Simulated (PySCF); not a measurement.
PySCF 2.14 output of an unrestricted PBE0 calculation on a single atom or ion in x2c-TZVPPall (11s7p7d4f2g, 113 functions), with the spin-free X2C one-electron Hamiltonian (Gaussian nucleus):

```
SCF conv_tol = 1e-09
number electrons alpha = 32  beta = 27
    C. Adamo and V. Barone.,  J. Chem. Phys. 110, 6158 (1999)
    M. Ernzerhof and G. E. Scuseria.,  J. Chem. Phys. 110, 5029 (1999)
cycle= 1 E= -10424.7854019655  delta_E= -0.0185  |g|= 0.0771  |ddm|= 0.232
cycle= 2 E= -10424.7855424587  delta_E= -0.00014  |g|= 0.0672  |ddm|= 0.0897
cycle= 3 E= -10424.7859827288  delta_E= -0.00044  |g|= 0.00721  |ddm|= 0.0361
cycle= 4 E= -10424.7859879748  delta_E= -5.25e-06  |g|= 0.000561  |ddm|= 0.00416
cycle= 5 E= -10424.7859880317  delta_E= -5.69e-08  |g|= 5.03e-05  |ddm|= 0.000701
cycle= 6 E= -10424.7859880325  delta_E= -8.15e-10  |g|= 6.75e-06  |ddm|= 4.87e-05
converged SCF energy = -10424.7859880325  <S^2> = 8.7524109  2S+1 = 6.0008036
```

The run itself started from symmetry-adapted Hartree-Fock orbitals and held the occupation by maximum overlap, on a logarithmic radial grid, so the iterations belong to that start.

**Question.** Which element, charge and spin multiplicity is this?

**Answer.** Sm³⁺ (samarium, charge +3), multiplicity 6; the state was [Xe] 4f5, one real determinant.

⟨L²⟩ = 24.01 against 30 for a pure H term, so this real determinant mixes terms. Spin-orbit coupling, absent here, splits the open shell strongly.
